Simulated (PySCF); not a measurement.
## The second ionisation energy along the second row

All values are computed (PySCF 2.14, energy differences of UHF-based or UKS calculations, no spin-orbit coupling). Values in eV. The last column holds reference values (NIST; (s) semi-empirical, (t) theoretical, else measured). Unmarked ones compare directly (S terms, centres of terms, or small fine structure); those marked * lie between the lowest fine-structure levels and include a spin-orbit shift.

```csv
element,configurations,UHF,MP2 (valence),SCS-MP2 (valence),CCSD (valence),CCSD(T) (valence),TPSS,reference
"B (cc-pVDZ-DK, spin-free X2C)",[He] 2s2 → [He] 2s1,23.494,24.378,24.555,25.086,25.086,24.705,25.155
"C (cc-pVDZ-DK, spin-free X2C)",[He] 2s2 2p1 → [He] 2s2,24.184,24.235,24.189,24.042,24.059,25.040,24.378
"N (cc-pVDZ-DK, spin-free X2C)",[He] 2s2 2p2 → [He] 2s2 2p1,29.240,29.462,29.357,29.280,29.286,29.899,29.601 (s) *
"O (cc-pVDZ-DK, spin-free X2C)",[He] 2s2 2p3 → [He] 2s2 2p2,34.586,34.977,34.779,34.778,34.776,35.301,35.121 *
"F (cc-pVDZ-DK, spin-free X2C)",[He] 2s2 2p4 → [He] 2s2 2p3,33.395,34.213,34.216,34.219,34.230,35.487,34.950
"Ne (cc-pVDZ-DK, spin-free X2C)",[He] 2s2 2p5 → [He] 2s2 2p4,39.395,40.487,40.438,40.429,40.439,41.023,40.963 *
```

Task: Which of these methods has the smallest mean absolute error against the measured values here?

Result: CCSD(T) (valence), with 0.369 eV.

```tsv
method	elements	mean error (eV)	mean absolute error (eV)	largest error (eV)
UHF	3	-1.137	1.137	-1.661
MP2 (valence)	3	-0.552	0.552	-0.777
SCS-MP2 (valence)	3	-0.508	0.508	-0.734
CCSD (valence)	3	-0.379	0.379	-0.731
CCSD(T) (valence)	3	-0.369	0.369	-0.720
TPSS	3	0.250	0.550	0.662
```

Errors include the incompleteness of the basis and the frozen core.

"Valence" correlates the outer s and p shells and, in groups 3 to 12 and the f block, the outer d or f shell, open or full, or the next shell where the ion has no valence electron left; the wider scheme adds the next inner shell.
